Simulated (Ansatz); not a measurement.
A nudged elastic band was laid between two geometries of CH8AlN3 (13 atoms, charge 0, multiplicity 1).

Level of theory: RHF/def2-SVP (Ansatz).

```json
{
  "movable images": "7",
  "climbing image": "yes",
  "spring": "5.0 eV/Å²",
  "optimiser": "quadratic models (default)",
  "start path": "through a guess of the saddle point",
  "force threshold": "0.03 eV/Å",
  "iteration limit": "60",
  "end points": "relaxed"
}
```

Image 0:

```xyz
13
Properties=species:S:1:pos:R:3
N -2.251 -0.431 0.325
C -0.997 -0.090 1.022
Al 0.650 0.124 -0.073
N 0.567 -0.101 -1.834
N 2.206 0.537 0.676
H -2.480 0.262 -0.366
H -2.163 -1.302 -0.168
H -0.831 -0.849 1.796
H -1.177 0.823 1.602
H 1.334 -0.014 -2.473
H -0.262 -0.336 -2.346
H 2.347 0.683 1.657
H 3.077 0.661 0.195
```

Image 8:

```xyz
13
Properties=species:S:1:pos:R:3
N -1.981 -0.358 0.312
C -0.799 0.139 1.116
Al 0.757 0.204 0.128
N 0.377 -0.394 -1.583
N 2.413 0.721 0.548
H -2.731 0.313 0.220
H -1.622 -0.547 -0.622
H -2.388 -1.215 0.662
H -1.120 0.362 2.127
H 0.454 0.241 -2.359
H 0.758 -1.271 -1.897
H 2.704 1.072 1.439
H 3.197 0.698 -0.076
```

Which bonds break or form, and what moves?

Bonds broken: C2–H8. Bonds formed: N1–H8.

Give the energies along the band, and the barrier.

It converged. The highest image is number 5 of 0 to 8, 81.3 kcal/mol above the first end and 32.3 kcal/mol above the last; the last end lies 49.0 kcal/mol above the first. The profile has 2 maxima (images 2, 5) with wells between them (image 3): this band takes more than one step, which may be the mechanism or a detour left from its start path. Neighbouring images differ by up to 3.5 eV, so the band resolves the path poorly. A vibrational analysis at the climbing image gives one clearly imaginary mode, 1771i cm⁻¹: a first-order saddle point. The orbitals stay closed-shell, which can raise the energy where a bond breaks towards radicals; this wasn't checked here.

```csv
image,path coordinate (Å),energy (kcal/mol),C2–H8 (Å),N1–H8 (Å)
0,0.00,0.0,1.10,2.09
1,1.06,0.3,1.10,2.08
2,2.13,0.9,1.10,2.10
3,3.19,0.3,1.10,2.11
4,4.25,0.8,1.09,2.02
5,5.31,81.3,1.37,1.13
6,6.16,51.5,2.11,1.01
7,7.01,49.5,2.14,1.01
8,7.85,49.0,2.14,1.01
```

What is the geometry of the highest image?


```xyz
13
Properties=species:S:1:pos:R:3
N -2.219 -0.303 0.321
C -0.784 -0.054 1.023
Al 0.761 0.129 -0.046
N 0.697 -0.432 -1.748
N 2.299 0.800 0.552
H -2.991 0.073 0.835
H -2.240 -0.084 -0.657
H -1.583 -1.128 0.747
H -0.988 0.323 2.017
H 1.377 -0.204 -2.448
H 0.088 -1.141 -2.108
H 2.409 1.307 1.409
H 3.193 0.679 0.118
```

Run time: 2.6 min on 2 threads of Arm Neoverse V2, on a shared host, peak memory 0.25 GiB.
